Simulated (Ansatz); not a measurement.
Basis sets compared for the cluster Li₁₆⁺. Charge 1, multiplicity 2. Geometry PBE/def2-SVP. Ansatz on 4 threads of Arm Neoverse V1 on a shared host; times are rough, and most runs start from earlier orbitals.

```
atom   x (Å)   y (Å)   z (Å)
 Li1   2.986   1.035   2.551
 Li2  -0.255  -1.716  -2.132
 Li3  -1.127  -0.468   0.221
 Li4  -2.867  -1.375   2.277
 Li5  -0.391  -2.913   0.855
 Li6   0.114  -0.340   2.734
 Li7   0.330   2.452   3.823
 Li8   3.434   1.671  -0.739
 Li9   2.545  -0.563  -3.123
Li10  -2.392   0.665  -1.929
Li11   0.547   1.010  -1.852
Li12  -3.092  -2.251  -0.812
Li13   0.760   1.800   0.954
Li14  -2.111   1.670   1.639
Li15   1.857  -0.752   0.068
Li16  -0.339   0.075  -4.535
```

At PBE0/def2-SVP, PBE0/def2-TZVP the charge 1 doublet is spin-contaminated (final ⟨S²⟩ up to 0.87, 0.75 for a pure state). Another isomer (doublet) lies 0.46 eV lower at PBE0/def2-TZVP; other spin states weren't run for this one.

| level | functions | energy (Eh) | HOMO (eV) | LUMO (eV) | wall time |
| --- | --- | --- | --- | --- | --- |
| PBE/def2-SVP | 144 | -119.7720 | -5.44 | -5.01 | 9.5 s |
| PBE0/def2-SVP | 144 | -119.8339 | -5.87 | -4.51 | 21 s |

(1) Estimate the rows for PBE/def2-TZVP (with forces), PBE0/def2-TZVP.

Results:

(1) 
```csv
level,functions,energy (Eh),HOMO (eV),LUMO (eV),wall time
PBE/def2-TZVP (with forces),224,-119.8733,-5.51,-5.09,12 s
PBE0/def2-TZVP,224,-119.9343,-5.94,-4.59,29 s
```
